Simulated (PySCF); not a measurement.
**Electronic structure of Zr²⁺ (zirconium, charge +2) at the UHF level**

Configuration: [Kr] 4d1 5s1, high-spin 3D determinant (an excited configuration). All numbers are calculated (PySCF 2.14, scalar relativity by spin-free X2C-1e, in x2c-TZVPPall (8s6p6d2f1g, 79 functions)).

```json
{
  "Total energy": "-3595.455848 hartree",
  "One-electron energy": "-4938.6479 hartree",
  "Hartree (Coulomb) energy": "1455.7656 hartree",
  "Exchange energy": "-112.5735 hartree",
  "⟨S²⟩": "2.0028",
  "⟨L²⟩": "6.029",
  "Sum of ⟨r⟩": "25.15 bohr",
  "Sum of ⟨r²⟩": "36.64 bohr²",
  "Traceless quadrupole moment −½Σ⟨3z² − r²⟩ along its main axis": "1.00 e·bohr²",
  "Langevin diamagnetic susceptibility": "-29.0 ×10⁻⁶ cm³/mol"
}
```

```tsv
shell	electrons	mean orbital energy (hartree)	spread (hartree)	rms radius, mean of both spins (bohr)
1s α	1	-665.75835	0	0.0426
1s β	1	-665.75651	0	0.0426
2s α	1	-95.49152	0	0.176
2s β	1	-95.48257	0	0.176
2p α	3	-85.02640	0.00032	0.157
2p β	3	-85.01963	0.00685	0.157
3s α	1	-17.37819	0	0.487
3s β	1	-17.36943	0	0.487
3p α	3	-13.86373	0.00961	0.496
3p β	3	-13.85777	0.01501	0.496
3d α	5	-8.08414	0.03007	0.495
3d β	5	-8.07318	0.01727	0.495
4s α	1	-3.20325	0	1.29
4s β	1	-3.14746	0	1.29
4p α	3	-2.18358	0.03270	1.45
4p β	3	-2.11877	0.04747	1.45
4d α	1	-0.94160	0	2.07
5s α	1	-0.73874	0	3.44
```

Densities and radii are taken from the X2C orbitals without a picture-change correction, which distorts them close to the nucleus.

Spin-orbit constants ζ (cm⁻¹) from the X2C one-electron operator on these orbitals: bare nucleus, nucleus screened by l(l+1)(2l+1)/3 electrons, and screened by the Breit-Pauli mean field of the electrons.

```
shell    bare  screened nucleus  mean field
   2p  469400            446000      435400
   3p   75620             71840       69850
   3d   10380              7788        7378
   4p    9211              8750        8475
   4d   672.0             504.0       458.0
```

To first order the Landé constant is A = 229.0 cm⁻¹, so the lowest level has J = 1 and lies 0.0852 eV below the centre of the term. This holds in LS coupling only.
